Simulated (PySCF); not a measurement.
## Atomic charges by several schemes

Compound: C₅H₃ClF₃ (charge +1).
SMILES with atom numbers: `[F:1][CH2:2][C:3]([F:4])([F:5])[c+:6]1[cH:7][c:8]1[Cl:9]` (hydrogens: H10, H11 on C2; H12 on C7)

Structure used (GFN2-xTB), in Å, numbered top down from 1:
```
atom  x, y, z in Å
F1    -0.7223    1.3541    1.1073
C2    -1.5302    0.5028    0.4218
C3    -0.7059   -0.7317   -0.0564
F4    -0.7191   -1.7070    0.8703
F5    -1.2585   -1.2362   -1.1715
C6     0.6935   -0.2973   -0.3060
C7     1.6557    0.2297   -1.1271
C8     1.9600    0.0315    0.2264
Cl9    2.9555    0.1132    1.4758
H10   -2.3276    0.1592    1.0912
H11   -1.9394    1.0300   -0.4466
H12    1.9394    0.5509   -2.1110
```

Density: PBE0/pcSseg-1 (PySCF); schemes: Mulliken, IAO, Hirshfeld and ESP-fitted. Geometry: GFN2-xTB, one conformer, isolated ion.

**Question.** Atoms with like bonding are taken together and averaged. At which atom do the 4 schemes differ most?

**Answer.** At C3: from +0.206 (Hirshfeld) to +0.554 e (IAO), 0.348 e apart.

**Question.** Do the Mulliken, IAO, Hirshfeld and ESP-fitted schemes agree on where the charge is lowest?

**Answer.** All schemes agree: Mulliken F1 (-0.311); IAO F1 (-0.305); Hirshfeld F1 (-0.089); ESP-fitted F1 (-0.166).

**Question.** Which atoms carry the highest charge in the Mulliken, IAO, Hirshfeld and ESP-fitted schemes?

**Answer.** The schemes don't all agree: Mulliken C3 (+0.443); IAO C3 (+0.554); Hirshfeld Cl9 (+0.265); ESP-fitted Cl9 (+0.322).

**Question.** Tabulate the Mulliken, IAO, Hirshfeld and ESP-fitted charges.

**Answer.** In e; atoms taken as equivalent share a row and are averaged (×n: the atom named and its like, n in all):

```tsv
atom	environment	Mulliken	IAO	Hirshfeld	ESP-fitted
F1	alkyl fluorine	-0.311	-0.305	-0.089	-0.166
C2	sp3 C–F carbon	+0.189	+0.018	+0.035	-0.102
C3	CF2 carbon	+0.443	+0.554	+0.206	+0.274
F4/F5	fluorine of a CF2 group	-0.241	-0.254	-0.056	-0.129
C6	unsaturated ring carbon	+0.164	+0.141	+0.108	+0.243
C7	unsaturated ring CH carbon	+0.193	+0.038	+0.131	+0.118
C8	unsaturated ring carbon	+0.111	+0.101	+0.138	-0.036
Cl9	chlorine bonded to C	+0.169	+0.323	+0.265	+0.322
H10/H11	methylene hydrogen	+0.173	+0.192	+0.081	+0.189
H12	hydrogen on C7	+0.177	+0.255	+0.158	+0.225
```

Mean size of the charges over all atoms: IAO 0.219 e, Mulliken 0.215 e, ESP-fitted 0.177 e, Hirshfeld 0.117 e. Each set sums to the total charge, 1, to within 0.001 e. The Hirshfeld scheme divides the density at each point in proportion to the densities of the neutral, spherically averaged free atoms. The ESP scheme is a least-squares fit of atom-centred charges to the potential on four shells outside the van der Waals surface, with the total charge fixed.

Some averages cover members that differ in this geometry: H10/H11, ESP-fitted +0.166 to +0.213 e.

**Question.** How many electrons does the Hirshfeld scheme count on F4?

**Answer.** Its own charge is -0.058 e, so Z − q = 9.058.

**Question.** How closely do the schemes follow one another over all atoms?

**Answer.** Correlation coefficient and root-mean-square difference: Mulliken with IAO 0.93, 0.090 e; IAO with Hirshfeld 0.91, 0.157 e; IAO with ESP-fitted 0.88, 0.123 e; Hirshfeld with ESP-fitted 0.86, 0.100 e; Mulliken with Hirshfeld 0.85, 0.139 e; Mulliken with ESP-fitted 0.78, 0.135 e.

**Question.** Sum the charges by element, for elements with more than one atom.

**Answer.** 
```tsv
element	atoms	Mulliken	IAO	Hirshfeld	ESP-fitted
F	3	-0.793	-0.814	-0.201	-0.423
C	5	+1.100	+0.852	+0.616	+0.497
H	3	+0.523	+0.639	+0.320	+0.603
```

The run behind these numbers computed NMR shieldings as well. On one thread, Arm Neoverse V2 (aarch64), no GPU, shared host with 192 logical CPUs at a one-minute load of 64, this took 24 s wall (grids of density and orbitals included) and 0.78 GiB of memory at its peak.
